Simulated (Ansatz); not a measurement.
Ansatz (a quantum-chemistry and plane-wave program) input (MP2/def2-TZVP):

Ansatz 0.2 input:
```yaml
crystal:
  periodic: [false, false, false]
  atoms:
    - {symbol: Al, position_ang: [-0.39477180, -0.54907430, -0.26729586]}
    - {symbol: C, position_ang: [0.64014884, 0.89036065, 0.43343808]}
    - {symbol: H, position_ang: [0.45300292, 0.99825514, 1.50513264]}
    - {symbol: H, position_ang: [0.37166754, 1.82323757, -0.06940631]}
    - {symbol: H, position_ang: [1.70458499, 0.69636029, 0.27680607]}
    - {symbol: H, position_ang: [-1.23811508, -1.72205100, -0.83831477]}
basis:
  gaussian:
    orbitals: def2-TZVP
total_charge: 1
magnetization: {spin_polarized: false}
correlation: {method: mp2, electrons: outside_noble_gas}
relax: {f_tol: 0.003, max_steps: 100}
```

Output:

```
Functional definition: HF
these checks for a lower state are left out or cut short: cluster_reference
integrals: 0.04 GiB planned
693 factors; integrals over basis functions are off by at most 3.3e-4 eV
mean field: 0.14 GiB planned
mean field evaluation 1: about -7664.4254 eV, gradient 4.7e1 eV
mean field evaluation 2: about -7664.4257 eV, gradient 4.7e1 eV
mean field evaluation 4: about -7669.8951 eV, gradient 2.4e0 eV
mean field evaluation 8: about -7669.9295 eV, gradient 1.1e-4 eV
mean field -7669.92952563 eV, -281.8647112018 hartree, gradient 7.2e-7 eV, S^2 0.000000; 0 other end points of the search recorded, 0 dependent functions left out
6 core orbitals not correlated
reference -7669.92952563 eV, -281.8647112018 hartree; 5, 5 occupied and 81, 81 virtual orbitals, 693 factors
densities: 0.13 GiB planned
second order -6.14546538 eV of doubles, -0.00000000 eV of singles
the calculation of the forces begins
relax step   1: F+E_penalty+E_count = -7676.07499100 eV  Δ(F+E_penalty+E_count) = +0.000e0 eV  max|allowed force component| = 7.235e-2 eV/Å  Δτ_max = 0.0000 Å  (39 SCF iters, accepted)
these checks for a lower state are left out or cut short: starts, cluster_reference, orbital_swaps, neighbouring_geometries, increment
integrals: 0.04 GiB planned
693 factors; integrals over basis functions are off by at most 3.2e-4 eV
mean field: 0.14 GiB planned
mean field evaluation 16: about -7669.9300 eV, gradient 1.6e-1 eV
mean field -7669.93010496 eV, -281.8647324918 hartree, gradient 5.7e-7 eV, S^2 0.000000; 0 other end points of the search recorded, 0 dependent functions left out
6 core orbitals not correlated
reference -7669.93010496 eV, -281.8647324918 hartree; 5, 5 occupied and 81, 81 virtual orbitals, 693 factors
densities: 0.13 GiB planned
second order -6.14523605 eV of doubles, -0.00000000 eV of singles
the calculation of the forces begins
relax step   2: F+E_penalty+E_count = -7676.07534100 eV  Δ(F+E_penalty+E_count) = -3.500e-4 eV  max|allowed force component| = 3.779e-2 eV/Å  Δτ_max = 0.0032 Å  (29 SCF iters, accepted)
these checks for a lower state are left out or cut short: starts, cluster_reference, orbital_swaps, neighbouring_geometries, increment
integrals: 0.04 GiB planned
693 factors; integrals over basis functions are off by at most 3.2e-4 eV
mean field: 0.14 GiB planned
mean field -7669.92981680 eV, -281.8647219024 hartree, gradient 1.4e-6 eV, S^2 0.000000; 0 other end points of the search recorded, 0 dependent functions left out
6 core orbitals not correlated
reference -7669.92981680 eV, -281.8647219024 hartree; 5, 5 occupied and 81, 81 virtual orbitals, 693 factors
densities: 0.13 GiB planned
second order -6.14557759 eV of doubles, -0.00000000 eV of singles
the calculation of the forces begins
mean field evaluation 32: about -7669.9298 eV, gradient 1.4e-6 eV
relax step   3: F+E_penalty+E_count = -7676.07539440 eV  Δ(F+E_penalty+E_count) = -5.339e-5 eV  max|allowed force component| = 2.432e-3 eV/Å  Δτ_max = 0.0017 Å  (30 SCF iters, accepted)
these checks for a lower state are left out or cut short: cluster_reference
integrals: 0.04 GiB planned
693 factors; integrals over basis functions are off by at most 3.2e-4 eV
mean field: 0.14 GiB planned
mean field -7669.92981680 eV, -281.8647219024 hartree, gradient 1.4e-6 eV, S^2 0.000000; 1 other end points of the search recorded, 0 dependent functions left out
6 core orbitals not correlated
reference -7669.92981680 eV, -281.8647219024 hartree; 5, 5 occupied and 81, 81 virtual orbitals, 693 factors
densities: 0.13 GiB planned
second order -6.14557759 eV of doubles, -0.00000000 eV of singles
the calculation of the forces begins
Total energy: -7676.07539440 eV, -282.0905677134 hartree
Atom 0 at    -0.394953    -0.549326    -0.267418 Å, force    -0.001749    -0.002432    -0.001184 eV/Å
Atom 1 at     0.637845     0.887156     0.431878 Å, force    -0.000706    -0.000982    -0.000478 eV/Å
Atom 2 at     0.453581     0.998503     1.503715 Å, force     0.000622     0.001261     0.001710 eV/Å
Atom 3 at     0.372368     1.822241    -0.068447 Å, force     0.000535     0.002148     0.000017 eV/Å
Atom 4 at     1.703274     0.697064     0.277243 Å, force     0.001968     0.000937     0.000389 eV/Å
Atom 5 at    -1.235598    -1.718551    -0.836611 Å, force    -0.000670    -0.000932    -0.000454 eV/Å
Dipole moment:    -0.202437    -0.281562    -0.137068 e Å
Checks for a lower state left out: cluster_reference
```

It need not be the lowest isomer of its formula.
